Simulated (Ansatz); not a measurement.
Cost and result up the ladder for the cluster Mo5Se9 (14 atoms). Charge 0, multiplicity 1. Geometry: PBE-D4/def2-SVP.

```xyz
14

Mo    1.419    0.400   -0.527
Mo   -1.198    0.825   -0.392
Mo    0.130   -0.740    1.777
Mo    0.128    1.738    1.453
Mo   -0.280   -1.597   -0.698
Se   -1.218   -0.278   -2.751
Se    2.399    0.180    1.759
Se   -0.905    0.403    3.577
Se    2.074   -1.864   -1.689
Se    0.450    2.694   -0.899
Se    2.178    0.233   -2.895
Se   -2.796   -1.144   -1.111
Se   -2.355    2.293    1.194
Se   -0.026   -3.143    1.200
```

Ansatz on 2 threads of AMD EPYC 7R13 on a shared host and a share (18 GiB) of an NVIDIA H100 80GB HBM3. Times are rough, and most runs start from the orbitals of an earlier one. No level here is sound enough to serve as a yardstick. Binding counts from free atoms at the same level (Mo septet, Se triplet; other spins of the atoms weren't run), without zero-point energy or a counterpoise term.

In the def2 sets Mo takes a core potential; there is no spin–orbit coupling. Correlated methods freeze 81 core orbitals; core or outer-core shells of Mo, Se are correlated, in sets that lack core-valence functions. The rows differ in basis, and correlated rows in double-zeta sets carry the largest basis error. Single mean-field runs in def2-SVP, def2-TZVP are fitted with def2-universal-jkfit. No other spin state of charge 0 was run. Another isomer (singlet) lies 0.42 eV lower at r2SCAN-D4/def2-TZVP; other spin states weren't run for this one.

Run but left out: MP2/def2-SVP (restricted singlet, unstable towards broken spin symmetry).

Correlated methods converge slowly with the basis, most of all in double-zeta sets.

```csv
level,functions,wall time
PBE-D4/def2-SVP,443,5 s
revPBE-D4/def2-TZVP,632,7.5 s
PBE0-D4/def2-SVP,443,8 s
r2SCAN-D4/def2-TZVP,632,8.5 s
PBE-D4/def2-TZVP (with forces),632,9.5 s
PBE0-D4/def2-TZVP,632,12 s
RPA@PBE/def2-SVP,443,15 s
```

(1) Estimate what each level gives for the binding energy per atom (eV).

## Answers

(1) 
```
                         level  binding energy per atom (eV)                        remarks
               PBE-D4/def2-SVP                          4.22                              –
           revPBE-D4/def2-TZVP                          4.01  restricted SCF unstable in HF
              PBE0-D4/def2-SVP                          3.69  restricted SCF unstable in HF
           r2SCAN-D4/def2-TZVP                          3.76  restricted SCF unstable in HF
PBE-D4/def2-TZVP (with forces)                          4.21  restricted SCF unstable in HF
             PBE0-D4/def2-TZVP                          3.69  restricted SCF unstable in HF
              RPA@PBE/def2-SVP                          3.44                              –
```
